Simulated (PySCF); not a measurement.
Worked example: oscillator strength and radiative lifetime

Si(F)(Cl)(Br)(NH2) (BrClFH2NSi), SMILES [Si](Br)(F)(Cl)N.

Geometry: ωB97X-D3(BJ)/def2-SVP. This is a generated structure with no PubChem entry under its InChIKey; it may be hypothetical. The values are those of a single conformer.

TDDFT-PBE0/def2-SVPD run with PySCF 2.14.0 puts the first singlet state with f over 0.02 at 7.30 eV (vertical), with the transition dipole (-0.040, 0.533, -0.064) in atomic units.

Find the oscillator strength, the wavelength and the radiative lifetime that this transition would have in vacuum if emission retraced absorption.


|μ|² = 0.2898 au, so |μ| = 1.37 D. ΔE = 7.30/27.211 = 0.2683 hartree. f = (2/3) ΔE |μ|² = 0.052 (the program prints 0.052).
λ = 1239.84/7.30 = 170 nm; ν = 58878 cm⁻¹.
Einstein's coefficient A = 0.6670 ν² f s⁻¹ (ν in cm⁻¹) = 1.2e8 s⁻¹, so τ = 1/A = 8.3 ns. This state is S2; the lower singlet has f = 0.015. The figure is the radiative limit of this one transition; relaxation, internal conversion, crossing to triplets and a medium change what is measured.
